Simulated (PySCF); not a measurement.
Here is a job for PySCF.
```python
from pyscf import gto, scf

mol = gto.Mole()
mol.atom = '''
    Te   -0.10108468   -0.57594094    0.69063104
    Br    0.32430894    1.36641303   -0.83091699
    N    -0.65963691   -1.97240168   -0.63110871
    H     0.04553827   -2.27031426   -1.28849891
    H    -1.52248938   -1.79840108   -1.12445972
'''
mol.basis = 'def2-sv(p)'
mol.ecp = {'Te': 'def2-sv(p)'}
mol.verbose = 4
mol.max_memory = 1800
mol.build()

mf = scf.RHF(mol)
mf = mf.density_fit(auxbasis='def2-universal-jkfit')
mf.kernel()
```

Q: What Mulliken (on the basis functions themselves) charges in atom order does PySCF with DF-HF/def2-SV(P) give?

A: Te1 0.57, Br2 -0.34, N3 -0.82, H4 0.29, H5 0.29

Q: Predict the nuclear repulsion energy from DF-HF/def2-SV(P).

A: 286.5973 Eh

Q: Estimate the dipole moment that DF-HF/def2-SV(P) returns for this input.

A: 1.64 D
